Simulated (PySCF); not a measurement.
Work out the structure from these simulated measurements.

Elements present: C, F, H, O and S. Monoisotopic mass: 163.9943 u.

| Item | Value |
| --- | --- |
| NMR, other nuclei | isotropic shieldings of nuclei other than C and H, by class: 79 (1 O), 80 (1 O), 158 (1 O), 289 (1 F), 193 (1 S) ppm [GIAO PBE0/pcSseg-1] |
| 13C NMR | chemical shifts (computed TMS as zero) by class: 181.4 (1 C), 141.7 (1 C), 140.7 (1 C), 110.1 (1 C), 76.5 (1 C) ppm [GIAO PBE0/pcSseg-1] |
| Dipole | 2.70 D [PBE0/pcSseg-1] |
| 1H NMR | chemical shifts (computed TMS as zero) by class: 6.82 (1 H), 6.72 (1 H), 5.81 (1 H), 4.87 (1 H), 4.34 (1 H) ppm [GIAO PBE0/pcSseg-1] |
| Rotational structure | rotational constants A, B, C: 2.513, 0.871, 0.792 GHz [GFN2-xTB] |

Electronic properties: PySCF, gas phase, density fitting. Levels stand in brackets. Isolated species at its GFN2-xTB geometry (one conformer only). Each NMR value is the plain mean over a class of atoms that symmetry, rotation or inversion makes alike.

Q: Which formula fits the mass and the elements?

A: C5H5FO3S (calculated 163.9943). No other formula that holds each of these elements comes within 0.0003 u with a fitting electron parity and a possible valence count.

Q: Propose a structure and show how it fits.

A: Numbering: `[O:1]=[S:2](=[O:3])([OH:4])[C@H:5]1[CH:6]=[CH:7][C:8]([F:9])=[CH:10]1`. 5 carbons fall into 5 classes; from least to most shielded: vinylic C–F carbon [C8] (181.4 ppm), alkene CH carbon [C6] (141.7 ppm), alkene CH carbon [C7] (140.7 ppm), alkene CH carbon [C10] (110.1 ppm), ring sp3 carbon bound to sulfur [C5] (76.5 ppm). Hydrogen classes from least to most shielded: 1 H on an alkene CH carbon, C7 (6.82 ppm), 1 H on an alkene CH carbon, C6 (6.72 ppm), 1 H on an alkene CH carbon, C10 (5.81 ppm), 1 H on an sp3 carbon bound to sulfur, C5 (4.87 ppm), 1 H on a hydroxyl oxygen, O4 (4.34 ppm). The other shieldings belong to: 79 ppm, sulfonyl oxygen [O3]; 80 ppm, sulfonyl oxygen [O1]; 158 ppm, hydroxyl oxygen [O4]; 289 ppm, vinyl fluorine [F9]; 193 ppm, sulfonyl sulfur [S2]. The optimised geometry has point group C1 and is an asymmetric top. Structure: `O=S(=O)(O)[C@H]1C=CC(F)=C1`. The assignments are read from this structure; whether some other isomer fits the data as well wasn't checked. The mirror image fits equally.

Shape of the structure used: `[O:1]=[S:2](=[O:3])([OH:4])[C@H:5]1[CH:6]=[CH:7][C:8]([F:9])=[CH:10]1`: O1–S2–C5–C6 -167°, H–O4–S2–O1 11°.
